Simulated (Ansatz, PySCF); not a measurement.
Species: SnCl2, charge 0, singlet. SnCl2 (SMILES [Cl][Sn][Cl]).
B3LYP-D3(BJ)/def2-TZVP minimum from Ansatz (a quantum-chemistry and plane-wave program):
```
Sn
Cl 1 2.3879
Cl 1 2.3879 2 98.82
```

Atomisation energy term by term, kcal/mol (programs: Ansatz). Open shells are spin-unrestricted; no spin-orbit coupling. Cores are frozen in correlated methods (noble-gas shells, and filled d and f shells in the p block). Past Kr the def2 sets carry scalar-relativistic core potentials. CBS(X,Y): correlation extrapolated as X^-3, Hartree-Fock from the larger set. A bracket is a step between two methods taken in the basis named. Spin-orbit terms, left out, reach several kcal/mol for Br and I, and more for heavier atoms.

```json
[
 {"term": "Hartree-Fock", "basis": "def2-QZVPP", "kcal/mol": "128.33"},
 {"term": "CCSD correlation", "basis": "CBS(def2-TZVPP,def2-QZVPP)", "kcal/mol": "52.63"},
 {"term": "(T)", "basis": "CBS(def2-TZVPP,def2-QZVPP)", "kcal/mol": "6.76"},
 {"term": "CCSDT(Q) - CCSD(T)", "basis": "def2-TZVPP", "kcal/mol": "0.16"},
 {"term": "CCSDTQ - CCSDT(Q)", "basis": "def2-SVP", "kcal/mol": "-0.05"},
 {"term": "minus zero-point energy", "basis": "Hessian by PySCF at B3LYP-D3(BJ)/def2-TZVP", "kcal/mol": "-1.13"},
 {"term": "sum: D0", "basis": "", "kcal/mol": "186.7"}
]
```

The step beyond CCSD(T) by other levels: CCSDTQ in def2-SVP 0.53; CCSDT(Q) in def2-SVP 0.58 kcal/mol.
